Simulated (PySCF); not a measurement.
C₅H₅, charge +1, multiplicity 1.

```xyz
10

C      0.0000     0.0000     1.1581
C      0.0000    -1.1997     0.3503
C      0.0000    -0.7813    -0.9325
C      0.0000     0.7813    -0.9325
C      0.0000     1.1997     0.3503
H      0.0000     0.0000     2.2563
H      0.0000    -2.2204     0.7302
H      0.0000    -1.3915    -1.8394
H      0.0000     1.3915    -1.8394
H      0.0000     2.2204     0.7302
```
Charge +1, spin multiplicity 1.

Geometry: PBE0-D3(BJ)/def2-SVP. The multiplicity is an assumed one; other spin states were not compared. The isomer is the one that the SMILES or the coordinates give; other isomers of the formula were not compared.

Method: PBE0/pcSseg-1 run with PySCF. Non-relativistic, no solvent.

Give the absolute GIAO shielding of each atom: isotropic value and principal components (ppm). (Estimate from the structure and the level; the computed values follow.)


| atom | σ(iso) | σ11 | σ22 | σ33 | span |
|---|---|---|---|---|---|
| C1 | -114.7 | -235.5 | -160.2 | 51.6 | 287.1 |
| C2 | 34.2 | -51.1 | 50.5 | 103.1 | 154.2 |
| C3 | -22.8 | -157.3 | 23.5 | 65.5 | 222.8 |
| C4 | -22.8 | -157.3 | 23.5 | 65.5 | 222.8 |
| C5 | 34.2 | -51.1 | 50.5 | 103.1 | 154.2 |
| H6 | 24.5 | 10.8 | 25.1 | 37.6 | 26.8 |
| H7 | 28.8 | 22.0 | 26.2 | 38.1 | 16.0 |
| H8 | 27.1 | 18.0 | 26.2 | 37.2 | 19.3 |
| H9 | 27.1 | 18.0 | 26.2 | 37.2 | 19.3 |
| H10 | 28.8 | 22.0 | 26.2 | 38.1 | 16.0 |
